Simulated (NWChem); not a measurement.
A series in which one site is exchanged, each optimised at PBE0/def2-SVP with NWChem, gas phase unless a solvent is named. All stand in one matching conformer (torsions within 35°), which need not be the lowest. Low-valent species are run as closed-shell singlets; no triplet was tried in these runs. For some, no frequency run checked for a minimum. def2 effective core potentials on Sn, Pb; no spin-orbit coupling.

A: [NH2][Pb][Cl] (PbNH$_{2}$Cl; site = Pb)
B: N[Si]Cl (SiNH2Cl; site = Si)
C: [Cl][Sn][NH2] (SnNH$_{2}$Cl; site = Sn)
D: [NH2][Ge][Cl] (GeNH₂Cl; site = Ge)

Task: Rank them by dipole (D), PBE0/def2-SVP, lowest first.

Result: B (2.88), D (2.97), C (3.22), A (3.97)
